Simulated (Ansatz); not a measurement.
Ansatz results at the PBE0-D4/def2-TZVP geometry: LUMO energy (PBE0/def2-TZVPP) -2.26 eV; HOMO–LUMO gap (PBE0/def2-TZVPP) 5.85 eV; LUMO energy (PBE/def2-TZVPP) -3.21 eV.

Each molecule was computed in one conformer, which needn't be the lowest.

Which molecule gave them?
A. `B[SiH2]N[SiH3]`
B. `CCC(=O)CC`
C. `[SiH3]C1N[SiH2]1`
D. `O=C/C(F)=C/F`

D. The others give `[SiH3]C1N[SiH2]1`: -0.36, 6.59, -1.19; `CCC(=O)CC`: -0.23, 6.90, -1.41; `B[SiH2]N[SiH3]`: -2.43, 4.93, -3.45.
